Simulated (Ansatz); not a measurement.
One change: `CC1=C(O)C1` becomes `CC1=C(I)C1`.

Ansatz, PBE0-D4/def2-TZVP geometries, multiplicity 1. Each molecule was computed in one conformer, which needn't be the lowest.

Elements past krypton have def2 core potentials.

| property | `CC1=C(O)C1` |
| --- | --- |
| HOMO–LUMO gap (B3LYP/def2-TZVPP) / eV | 6.23 |
| HOMO–LUMO gap (ωB97M-V/def2-TZVPP) / eV | 10.42 |
| HOMO energy (ωB97M-V/def2-TZVPP) / eV | -8.33 |
| HOMO energy (B3LYP/def2-TZVPP) / eV | -5.95 |
| HOMO–LUMO gap (PBE0/def2-TZVPP) / eV | 6.81 |
| LUMO energy (ωB97M-V/def2-TZVPP) / eV | 2.09 |

Q: Give the same properties after the change, and the shifts. (Estimate.)

A: The calculation gave: 
```
                               property  `CC1=C(I)C1`  shift
  HOMO–LUMO gap (B3LYP/def2-TZVPP) / eV          5.57  -0.66
HOMO–LUMO gap (ωB97M-V/def2-TZVPP) / eV         10.07  -0.35
  HOMO energy (ωB97M-V/def2-TZVPP) / eV         -8.73  -0.40
    HOMO energy (B3LYP/def2-TZVPP) / eV         -6.43  -0.48
   HOMO–LUMO gap (PBE0/def2-TZVPP) / eV          6.04  -0.77
  LUMO energy (ωB97M-V/def2-TZVPP) / eV          1.34  -0.75
```

With PBE0 the HOMO falls by 0.50 eV and the LUMO falls by 1.28 eV, so the gap narrows by about 0.78 eV. PBE moves the HOMO by -0.60 eV and ωB97M-V by -0.40 eV.

B3LYP here is the variant with VWN-RPA as its local correlation; programs differ in this.

Spin–orbit coupling is left out; it splits and shifts lone-pair levels of the heavy atoms by tenths of an eV.
